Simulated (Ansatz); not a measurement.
Cost and result for the atomization energy of `CN([SiH2]O)[SiH2]F` (14 atoms, 13 bonds).

```xyz
14

C    -0.774    0.909   -1.048
N    -0.294   -0.059   -0.056
Si    1.113   -0.968   -0.479
O     2.453   -0.043   -0.705
Si   -1.044   -0.087    1.478
F    -0.577    1.141    2.400
H    -0.694    0.495   -2.057
H    -1.827    1.149   -0.873
H    -0.204    1.842   -1.020
H     1.307   -1.957    0.610
H     0.904   -1.598   -1.802
H     2.808    0.423    0.054
H    -0.664   -1.325    2.189
H    -2.506    0.079    1.308
```

Total charge 0; spin multiplicity 1. The geometry is a stationary point of PBE0-D4/def2-TZVP. It is one conformer, not always the lowest. Program: Ansatz. All runs use 2 threads of an AMD EPYC 7R13 on a shared host and a share of an NVIDIA H100 80 GB. Times are those of one run each, without the atoms' runs, and a repeat can differ threefold. Electronic energies, without spin–orbit coupling; frozen cores. CCSD(T)/CBS adds CCSD(T) − MP2 in def2-TZVPP to the MP2 limit, and its time is that of the two runs behind it. T1 = 0.012. B3LYP takes the VWN-RPA correlation (the form of Gaussian; ORCA's B3LYP/G).

CCSD(T)/CBS is a level of theory with its own doubt, some kJ/mol a heavy atom from the limit and from the frozen cores, so smaller differences don't rank the functionals.

| level | functions | wall time | atomization (kcal/mol) | difference from CCSD(T)/CBS | per bond |
| --- | --- | --- | --- | --- | --- |
| PBE0-D4/def2-TZVPP | 320 | 2 s | 1220.5 | -16.8 | -1.3 |
| B3LYP-D4/def2-TZVPP (with forces) | 320 | 2.2 s | 1231.2 | -6.1 | -0.5 |
| ωB97X-V/def2-TZVPP | 320 | 2.8 s | 1238.5 | 1.2 | 0.1 |
| B2PLYP/def2-TZVPP | 320 | 3.6 s | 1218.9 | -18.4 | -1.4 |
| r2SCAN-D4/def2-TZVPP (with forces) | 320 | 3.7 s | 1229.2 | -8.1 | -0.6 |
| PBE-D4/def2-TZVPP (with forces) | 320 | 4.2 s | 1239.1 | 1.8 | 0.1 |
| CCSD(T)/def2-TZVPP | 320 | 4.6 s | 1201.3 | -36.0 | -2.8 |
| MP2/def2-QZVPP | 608 | 4.8 s | 1242.1 | 4.8 | 0.4 |
| ωB97M-V/def2-TZVPP (with forces) | 320 | 4.8 s | 1236.6 | -0.7 | -0.1 |
| CCSD(T)/CBS(def2) | – | 9.4 s | 1237.3 | 0.0 | 0.0 |

The D4 term adds +12.7 kcal/mol with B3LYP and +6.7 kcal/mol with PBE0; it sums over pairs of atoms, weighted by their polarisabilities, and B3LYP, whose exchange is more repulsive, gets the larger term. From PBE to PBE0 (25 % exact exchange), in def2-TZVPP and without D4, the atomization energy moves by −17.5 kcal/mol: exact exchange takes away binding that semilocal exchange gives to molecules. In def2-TZVPP, CCSD(T) changes the Hartree–Fock value by +300.4 kcal/mol (the triples alone add +15.8 kcal/mol) and MP2 by +319.4 kcal/mol; breaking electron pairs costs correlation energy, which Hartree–Fock lacks.
